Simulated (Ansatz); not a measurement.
System: VI, charge 0, multiplicity 5. The spin state was set by rule; other spins were not relaxed. 
Coordinates optimised at B3LYP-D3(BJ)/def2-TZVP (Ansatz, a first-principles code):
SMILES: [V][I]
```xyz
2

V      0.0000     0.0000    -1.8149
I      0.0000     0.0000     0.7876
```
Charge 0, spin multiplicity 5.

Wanted: atomisation energy (electronic, to ground-state atoms), in kJ/mol. Valence correlation only, unless marked. UHF or UKS for open shells. No spin-orbit coupling. The frozen core is the preceding noble-gas configuration, with the filled d and f shells of earlier blocks. In def2 rows, elements after Kr have scalar-relativistic effective core potentials. The coupled-cluster limit lacks core correlation, which all-electron functionals hold. CBS marks a two-point X^-3 extrapolation of the correlation energy; Hartree-Fock from the larger set.

The T1 diagnostic of CCSD in the largest basis is 0.074, which is high, so the coupled-cluster rows are less sure than usual.

```json
[
 {"level": "r2SCAN-D4/def2-TZVPD", "program": "Ansatz + dftd4", "atomisation energy (kJ/mol)": "…"},
 {"level": "PBE0/def2-SVP", "program": "Ansatz", "atomisation energy (kJ/mol)": "353.1"},
 {"level": "PBE0/def2-TZVP", "program": "Ansatz", "atomisation energy (kJ/mol)": "359.6"},
 {"level": "B2GP-PLYP-D4/def2-TZVPD", "program": "Ansatz + dftd4", "atomisation energy (kJ/mol)": "…"},
 {"level": "B2PLYP-D4/def2-TZVPD", "program": "Ansatz + dftd4", "atomisation energy (kJ/mol)": "311.2"},
 {"level": "CCSD(T)/CBS(def2-TZVPP,def2-QZVPP)", "program": "Ansatz", "atomisation energy (kJ/mol)": "…"}
]
```

**Question.** What belongs in the gaps?

**Answer.** 
- r2SCAN-D4/def2-TZVPD, atomisation energy (kJ/mol): 383.3
- B2GP-PLYP-D4/def2-TZVPD, atomisation energy (kJ/mol): 300.8
- CCSD(T)/CBS(def2-TZVPP,def2-QZVPP), atomisation energy (kJ/mol): 306.1
